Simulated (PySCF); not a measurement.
## Ionisation energy of Re⁺ by level of theory

Re⁺ [Xe] 4f14 5d5 6s1 (7S) → Re²⁺ [Xe] 4f14 5d5 (6S), as a difference of total energies. All numbers are calculated (PySCF 2.14, scalar relativity by spin-free X2C-1e, in x2c-TZVPPall (11s7p7d3f1g, 97 functions)). Correlated levels: valence: [Xe] 4f14 frozen. The calculations carry no spin-orbit coupling.

```
           method  ionisation energy (eV)
              UHF                  15.761
              LDA                  17.450
              PBE                  17.140
             PBE0                  16.873
           r2SCAN                  17.273
    MP2 (valence)                  16.339
SCS-MP2 (valence)                  15.954
```

**Question.** How much does correlation contribute at MP2 (valence)?

**Answer.** 16.339 − (15.761) = 0.578 eV, measured against UHF.

Errors of the correlated levels include the incompleteness of this basis and the frozen core.

For comparison: 16.6 ± 0.5 eV (semi-empirical (NIST evaluation); NIST Atomic Spectra Database, ionization energies).
